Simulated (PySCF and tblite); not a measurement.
Values are calculated unless marked as measured or tabulated.
C₈H₈O, numbered as in [CH2:1]=[CH:2][O:3][c:4]1[cH:5][cH:6][cH:7][cH:8][cH:9]1. Geometries PBE0-D3(BJ)/def2-SVP; weights from B3LYP-D3(BJ)/def2-SVPD (IEF-PCM, chloroform) energies and GFN2-xTB thermal corrections, with symmetry numbers and mirror pairs. Conformers within 3 kcal/mol (GFN2-xTB free energy) were kept, 8 at most. GIAO shieldings: wB97X-D/pcSseg-1 (IEF-PCM, chloroform). Shifts are against TMS (¹H), TMS (¹³C) at the same level; of two unlike H on one atom, a is the less shielded. Programs: PySCF with density fitting and tblite.

Torsions listed: C1–C2–O3–C4, C2–O3–C4–C5. Of a mirror pair one member is shown.

| conformer | shape | point group | mirror pair | ΔE(DFT) | Δ(G−E) at 220 K | δ H1a (ppm) |
| --- | --- | --- | --- | --- | --- | --- |
| 1 | 157°, 153° | C1 | yes | 0.00 | 0.00 | 5.22 |
| 2 | 1°, 89° | Cs | no | 0.45 | 0.15 | 3.58 |

Energies in kcal/mol; the thermal term leaves out symmetry numbers and mirror images.

Work out the weights at 220 K and the ¹H shift of H1a under fast exchange.

RT = 0.437 kcal/mol. Each conformer gets RT ln(σ/g), with σ the rotational symmetry number and g = 2 for a mirror pair: 1: σ = 1, g = 2, G = 0.00 + 0.00 − 0.30 = -0.30, 0.00 above the lowest, exp(−ΔG/RT) = 1.000; 2: σ = 1, g = 1, G = 0.45 + 0.15 + 0.00 = 0.60, 0.90 above the lowest, exp(−ΔG/RT) = 0.127. The sum is 1.127, so the weights are 88.7, 11.3 %. The averaged shift is 5.04 ppm. At 298.15 K it is 4.97 ppm. At 298.15 K the leading conformer alone gives 5.22 ppm and bare DFT energies give 4.70 ppm.

Thermal terms of a conformer that GFN2-xTB lacks, or places elsewhere, come from the nearest GFN2-xTB minimum; such a conformer stays in the set even outside the window.
